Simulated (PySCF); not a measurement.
C3H9BeClSi, SMILES C[Si](C)(C)[Be][Cl], GFN2-xTB optimised geometry.

```
15

Be    -1.17    -0.10     0.00
Cl    -2.93    -0.10     0.00
Si     1.04    -0.10     0.00
C      1.84     1.58    -0.47
C      1.84    -1.35    -1.22
C      1.84    -0.53     1.69
H      2.93     1.53    -0.46
H      1.55     1.89    -1.47
H      1.54     2.37     0.21
H      1.54    -1.14    -2.25
H      1.54    -2.37    -1.00
H      2.92    -1.32    -1.18
H      1.54    -1.52     2.03
H      1.55     0.18     2.46
H      2.93    -0.53     1.64
```

Density from PBE0/def2-TZVP (PySCF 2.14.0) at that geometry.

Minimum of the electron density along straight lines between bonded atoms, close to the bond critical point (lines longer than 1.1 times the sum of covalent radii, or with two minima, are not listed):

```tsv
bond	length / Å	ρ at the minimum / e bohr⁻³	∇²ρ there / e bohr⁻⁵	position (fraction from the first atom)
Be1–Cl2	1.763	0.095	0.51	0.32
Be1–Si3	2.208	0.073	-0.03	0.30
Si3–C4	1.921	0.112	0.15	0.39
Si3–C5	1.920	0.112	0.15	0.39
Si3–C6	1.920	0.112	0.15	0.39
C4–H7	1.086	0.274	-0.92	0.64
C4–H8	1.086	0.275	-0.92	0.64
C4–H9	1.086	0.275	-0.92	0.64
C5–H10	1.086	0.275	-0.92	0.64
C5–H11	1.086	0.275	-0.92	0.64
C5–H12	1.086	0.274	-0.92	0.64
C6–H13	1.086	0.275	-0.92	0.64
C6–H14	1.086	0.275	-0.92	0.64
C6–H15	1.087	0.274	-0.92	0.64
```
